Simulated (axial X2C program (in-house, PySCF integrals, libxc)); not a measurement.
**Which molecule has these constants?**

Calculated with an axial X2C code built on PySCF integrals, spin-free (one-electron X2C) or two-component (2c: spin–orbit coupling with atomic mean-field Coulomb and Gaunt terms, which also bring small scalar terms), in Dyall basis sets with cores contracted in-house; open shells are unrestricted.

A two-component PBE0 calculation in a Dyall 3-zeta basis gave Re = 2.561 Å, ωe = 218.2 cm⁻¹, dipole magnitude 3.47 D, Ω = 0.

Task: Which molecule is it?
A. InBr
B. InGe
C. CoIn
D. CuIn
E. KIn

Result: A. The others have InGe 2.655 Å and 180.2 cm⁻¹ (Ω = 3/2); KIn 3.705 Å and 97.4 cm⁻¹ (Ω = 0); CuIn 2.551 Å and 183.3 cm⁻¹ (Ω = 0); CoIn 2.603 Å and 184.2 cm⁻¹ (Ω = 3).

Each entry is the lowest single determinant of a limited PBE0 search at one distance. De goes to single-determinant-based atoms at the same level (for ions the charge split of lowest energy) and is withheld (n/a) where an atom does not fit its ground term or J level. Main or longest-lived isotopes. One determinant is a doubtful description, or other states lie close, for InGe, KIn, CoIn; these need not be ground states, and all values refer to the states named. With several unpaired electrons the Ω given is that of one determinant, not necessarily of the lowest component. The functionals have no current term, which raises determinants with orbital currents.
